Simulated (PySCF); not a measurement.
**NaTl and its ions**

RHF-CCSD(T); basis Na def2-SVPD, Tl def2-SVPD with ECP60; scalar-relativistic core potentials; PySCF 2.14. Neutral (RHF): singlet (closed shell), Re = 3.327 Å, ωe = 129 cm⁻¹, De = 0.73 eV.

NaTl⁺ (UHF): doublet (σ ↑), Re = 3.640 Å, ωe = 92.2 cm⁻¹. The energies at the minima are -333.40321 hartree for NaTl and -333.23133 for NaTl⁺.

(1) Work out the adiabatic ionisation energy, without and with harmonic zero-point energies (1 hartree = 27.2114 eV, 1 eV = 8065.5 cm⁻¹), and the change of the bond length.

Correlated steps freeze 5 core orbitals. Correlated levels converge slowly with the basis: in double zeta they bind strong bonds too weakly, by up to about 1 eV, and carry superposition errors of some tenths. These are scalar-relativistic numbers at best; spin–orbit coupling would shift them, the dissociation energy most. Where the molecule has an RHF reference, its open-shell atoms are computed with UHF. States were picked by a PBE0 search and need not be the measured ground states.

Neutral and ion stand on different kinds of reference determinant, which adds to the error of the difference.

Answers

(1) At CCSD(T): 0.17188 hartree = 4.677 eV between the minima; the zero-point term (92.2 − 129.0)/2 cm⁻¹ = -0.002 eV makes it 4.675 eV. Re changes by +31.3 pm against the neutral. The electron leaves a σ orbital, and the longer bond of the ion fits a bonding orbital, or a change in how ionic the bond is.
